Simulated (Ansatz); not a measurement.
`N[BH][SnH3]` + `O[SiH3]` → `[SiH3][O][SnH3]` + `BN` at 600 K and 1 bar (cleavage of the Sn–B bond).

Gas-phase electronic energies from Ansatz, PBE0-D4/def2-TZVP geometries. CCSD(T)/CBS adds triple-zeta CCSD(T) − MP2 to the extrapolated MP2 energy (def2 sets, frozen cores). This one scheme is used for every species. Elements past krypton have def2 core potentials. For Sn outer-core shells are correlated without core-valence functions, which leaves a few kJ/mol of doubt a bond. One conformer a species, not always the lowest.

| species | CCSD(T)/CBS energy (Eh) | H − E (kJ/mol) | S (J/(mol·K)) |
| --- | --- | --- | --- |
| `N[BH][SnH3]` | -297.14394 | 211.1 | 401.2 |
| `O[SiH3]` | -366.69042 | 135.7 | 307.9 |
| `[SiH3][O][SnH3]` | -581.91447 | 186.6 | 450.8 |
| `BN` | -81.93499 | 155.9 | 270.2 |

H − E and S are ideal-gas, rigid-rotor, harmonic terms from PBE0-D4/def2-TZVP, for one conformer and one mirror image of each species. 1 Eh = 2625.50 kJ/mol, R = 8.31446 J/(mol·K).

Problem. By hand: ΔE, ΔH, ΔS and ΔG.

Solution. ΔE = (-581.91447) + (-81.93499) − (-297.14394) − (-366.69042) = -0.01510 Eh = -39.6 kJ/mol. Δ(H − E) = 186.6 + 155.9 − 211.1 − 135.7 = -4.3, so ΔH = -43.9 kJ/mol. ΔS = 450.8 + 270.2 − 401.2 − 307.9 = 11.9 J/(mol·K). ΔG = -43.9 − 600 × (11.9)/1000 = -51.0 kJ/mol.

Problem. By hand: the equilibrium constant, and the temperature at which ΔG would vanish if ΔH and ΔS stayed fixed.

Solution. log₁₀ K = −ΔG/(RT ln 10) = 4.4. ΔH and −TΔS have one sign here, so there is no such temperature.

The number of gas molecules stays the same, so ΔS is small and ΔH decides. A doubt of 5 kJ/mol in ΔE shifts log₁₀ K by 0.4 here. Other conformers and mirror images would add mixing entropy, several J/(mol·K) or more a flexible species. Modes under 60 cm⁻¹, often nearly free rotors, make the harmonic entropy too high. These are equilibria of isolated gas molecules and say nothing of rates. Largest T1 diagnostic: 0.014 (customary marks: 0.02 for closed shells, 0.045 for open ones).

ΔS is within the doubt of such terms, so its sign, and with it that verdict, could turn.
